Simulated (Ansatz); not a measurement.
C3H6BFSi, SMILES `FC1=C[SiH2]BC1` at its PBE0-D4/def2-TZVP geometry, where that method's forces vanish. Charge 0, multiplicity 1.

```json
{"atom": "F1", "x (Å)": "-1.664", "y (Å)": "-1.721", "z (Å)": "-0.958"}
{"atom": "C2", "x (Å)": "-0.797", "y (Å)": "-0.785", "z (Å)": "-0.542"}
{"atom": "C3", "x (Å)": "-0.355", "y (Å)": "0.176", "z (Å)": "-1.354"}
{"atom": "Si4", "x (Å)": "0.825", "y (Å)": "1.291", "z (Å)": "-0.451"}
{"atom": "B5", "x (Å)": "0.623", "y (Å)": "0.221", "z (Å)": "1.252"}
{"atom": "C6", "x (Å)": "-0.385", "y (Å)": "-0.923", "z (Å)": "0.888"}
{"atom": "H7", "x (Å)": "-0.700", "y (Å)": "0.212", "z (Å)": "-2.380"}
{"atom": "H8", "x (Å)": "2.194", "y (Å)": "1.309", "z (Å)": "-1.044"}
{"atom": "H9", "x (Å)": "0.364", "y (Å)": "2.708", "z (Å)": "-0.381"}
{"atom": "H10", "x (Å)": "1.097", "y (Å)": "0.323", "z (Å)": "2.342"}
{"atom": "H11", "x (Å)": "-1.261", "y (Å)": "-0.899", "z (Å)": "1.553"}
{"atom": "H12", "x (Å)": "0.060", "y (Å)": "-1.912", "z (Å)": "1.075"}
```

(1) For each bond, give half the difference of the two atoms' forces along it (eV/Å; positive pushes the atoms apart) under PBE-D4, r2SCAN-D4, B3LYP-D4, ωB97M-V in def2-TZVPP. (Best estimate.)

Results:

(1) Ansatz gave: 
```tsv
bond	length (Å)	PBE-D4	r2SCAN-D4	B3LYP-D4	ωB97M-V
F1–C2	1.342	0.50	0.29	0.36	0.27
C2–C3	1.333	0.31	0.13	-0.08	-0.20
C2–C6	1.495	-0.17	-0.04	0.09	0.18
C3–Si4	1.858	-0.09	-0.05	0.13	0.12
C3–H7	1.084	0.01	-0.08	-0.10	-0.05
Si4–B5	2.022	-0.06	0.02	0.11	0.08
Si4–H8	1.492	0.10	-0.01	-0.11	-0.14
Si4–H9	1.492	0.10	-0.01	-0.11	-0.14
B5–C6	1.567	-0.08	0.02	0.08	0.08
B5–H10	1.193	0.07	-0.05	-0.16	-0.15
C6–H11	1.100	0.16	-0.01	-0.08	-0.12
C6–H12	1.100	0.16	-0.01	-0.08	-0.12
```

B3LYP here is the variant with VWN-RPA as its local correlation; programs differ in this.
